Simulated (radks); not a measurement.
Neutral chlorine inside a hard spherical wall (all orbitals vanish at R), configuration held at [Ne] 3s2 3p5 and not refilled when levels cross. All-electron calculation, scalar-relativistic Kohn-Sham, LDA (Slater exchange, Perdew-Wang correlation), spin-unpolarised, spherical densities, finite nucleus; Fermi nuclear charge, rms radius 3.3654 fm. Program: a radial shooting solver on a logarithmic mesh with Libxc functionals. Eigenvalues in eV, with the zero of energy where the potential of the charges vanishes at infinity; a dash marks a level that is unbound or too diffuse for the functional's potential to be trusted. A positive occupied level is held by the wall or, in an anion where self-interaction has pushed it up, behind a barrier. The pressure on the wall is -dE/dV.

| R (bohr) | E (hartree) | kinetic (hartree) | e(2s) | e(2p) | e(3s) | e(3p) | e(4s, empty) | e(4p, empty) | pressure (GPa) |
|---|---|---|---|---|---|---|---|---|---|
| free | -460.11664 | 461.828 | -251.72 | -191.62 | -20.692 | -8.702 | -0.310 | - | 0 |
| 12 | -460.11664 | 461.828 | -251.72 | -191.62 | -20.692 | -8.702 | -0.112 | 1.221 | < 0.0001 |
| 10 | -460.11663 | 461.828 | -251.72 | -191.62 | -20.691 | -8.701 | 0.147 | 1.835 | 0.000344 |
| 8 | -460.11641 | 461.831 | -251.70 | -191.60 | -20.675 | -8.684 | 0.894 | 3.241 | 0.0135 |
| 7 | -460.11549 | 461.839 | -251.63 | -191.54 | -20.625 | -8.634 | 1.792 | 4.708 | 0.0882 |
| 3.5 | -459.74008 | 463.787 | -243.95 | -183.76 | -15.328 | -2.689 | 29.936 | 38.490 | 128 |
| 2.5 | -457.67029 | 471.464 | -224.81 | -164.23 | 0.165 | 15.000 | 93.236 | 104.02 | 1820 |
